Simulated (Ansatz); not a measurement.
Z-matrix (Å, degrees):
```
Si
O 1 1.661
H 1 1.484 2 109.8
H 1 1.480 2 107.7 3 -120.4
H 1 1.480 2 107.7 3 120.4
B 2 1.328 1 140.5 3 -0.2
S 6 1.806 2 125.7 1 0.1
H 7 1.341 6 95.3 2 180.0
```

Total charge 0; spin multiplicity 2.

Question: List the ωB97M-V/def2-TZVPP orbital energies in eV (the Gaussian-basis code of Ansatz). (Best estimate.)

Answer: The calculation gave: α occupied: -2427.03, -1808.00, -527.07, -221.03, -189.62, -164.13, -164.08, -163.97, -148.99, -103.15, -103.08, -103.08, -31.87, -23.63, -19.83, -16.54, -15.31, -14.68, -13.74, -13.12, -12.11, -12.08, -10.20, -7.37. α empty: 1.49, 1.67, 2.54, 3.01, 3.01, 3.20, 4.05, 4.31. β occupied: -2427.01, -1807.99, -527.02, -221.01, -189.34, -164.11, -164.00, -163.97, -148.99, -103.14, -103.08, -103.07, -31.76, -23.47, -19.65, -16.43, -15.10, -14.60, -13.50, -12.64, -12.07, -11.90, -10.16. β empty: 0.15, 1.61, 2.09, 2.56, 3.02, 3.02, 3.20, 4.14. ⟨S²⟩ = 0.752.
